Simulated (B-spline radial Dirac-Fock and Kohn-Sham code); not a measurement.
## Neutral europium: differential elastic cross section for electrons at 5.5 keV

Method: relativistic (Dirac) partial waves in the static field of the Dirac-Fock atom with Furness-McCarthy exchange, without polarisation or absorption potentials. Computed with a radial atomic solver.

Input of the calculation (task.json; shells as n, l, electrons):

```json
{"items": [{
  "Z": 63,
  "q": 0,
  "cfg": [[1, 0, 2], [2, 0, 2], [2, 1, 6], [3, 0, 2], [3, 1, 6], [3, 2, 10], [4, 0, 2], [4, 1, 6], [4, 2, 10], [4, 3, 7], [5, 0, 2], [5, 1, 6], [6, 0, 2]],
  "A": 153,
  "rrms": 5.1115,
  "do": "elastic",
  "energies": [[5500.0, 0]],
  "theta": [0, 0.5, 1, 2, 4, 8, 12, 16, 24, 32, 45, 60, 75, 90, 105, 120, 135, 150, 165, 180]
}]}
```

Command: `python xray2_run.py task.json out`

| θ (°) | dσ/dΩ (a₀²/sr) | Sherman function |
| --- | --- | --- |
| 0 | 535 | 0.000 |
| 0.5 | 492 | 0.000 |
| 1 | 390 | 0.000 |
| 2 | 195 | 0.000 |
| 4 | 55.8 | 0.000 |
| 8 | 10.2 | 0.000 |
| 12 | 3.14 | 0.001 |
| 16 | 1.34 | 0.002 |
| 24 | 0.433 | -0.001 |
| 32 | 0.199 | -0.010 |
| 45 | 0.0774 | -0.013 |
| 60 | 0.0360 | 0.036 |
| 75 | 0.0200 | 0.090 |
| 90 | 0.0131 | 0.051 |
| 105 | 0.0111 | -0.080 |
| 120 | 0.0127 | -0.155 |
| 135 | 0.0164 | -0.137 |
| 150 | 0.0206 | -0.089 |
| 165 | 0.0239 | -0.042 |
| 180 | 0.0251 | 0.000 |

The total elastic cross section is 4.75 a₀², the first transport cross section 0.289 a₀² and the second, weighted with (3/2) sin²θ, 0.430 a₀². The mean deflection is ⟨1 − cos θ⟩ = 0.0608, and 2.0 % of the collisions scatter beyond 90°.

On this grid of angles the cross section has a minimum near 105°.

Phase shifts modulo π (rad) for κ = −1 to −5: 0.390, -1.221, 0.675, -0.239, -0.879.
